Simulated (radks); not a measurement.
Q: Species: Sn XXVI. Configuration: [Ar] 3d7. Calculated with a radial shooting solver on a logarithmic mesh with Libxc functionals: non-relativistic Kohn-Sham, TPSS, spin-polarised, spherical densities, point nucleus; open shells are filled with parallel spins first (spin-orbit coupling, left out, can overturn this in heavy ions); meta-GGA in the generalised Kohn-Sham scheme; relativity is left out, which matters for an element this heavy. Some entries of the table are withheld. Estimate them.

orbital  occ.  eigenvalue (hartree)  r(max) (bohr)  <r> (bohr)
1s down     1             -1063.251        0.02014     0.03041
1s up       1             -1063.251        0.02014     0.03041
2s up       1             -185.5175         0.1113      0.1309
2s down     1             -185.2459         0.1113      0.1308
2p up       3                   (1)        0.08721      0.1117
2p down     3                   (2)        0.08713      0.1116
3s up       1             -59.44750         0.3120      0.3377
3s down     1             -59.12085         0.3123      0.3385
3p up       3             -55.53885            (3)      0.3265
3p down     3             -55.18809            (4)      0.3274
3d up       5             -48.63173         0.2407      0.2926
3d down     2             -48.20341         0.2413      0.2937

A: 
(1) 2p up eigenvalue (hartree): -175.7976
(2) 2p down eigenvalue (hartree): -175.5929
(3) 3p up r(max) (bohr): 0.2975
(4) 3p down r(max) (bohr): 0.2980
